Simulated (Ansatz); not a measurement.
(LiF)2 ring (Li2F2). The state is a singlet with charge 0. Geometry r2SCAN-D4/def2-TZVP; atoms count from 1.

```csv
atom,x (Å),y (Å),z (Å)
Li1,-0.369,1.057,-0.001
F2,1.086,0.379,-0.629
Li3,0.369,-1.057,0.001
F4,-1.086,-0.379,0.629
```

Question: Estimate the Mulliken populations from the PBE0/def2-TZVP orbitals of Ansatz.

Answer: 
```
atom  charge (e)
 Li1        0.79
  F2       -0.79
 Li3        0.79
  F4       -0.79
```
Mulliken values and Mayer orders depend strongly on the basis.
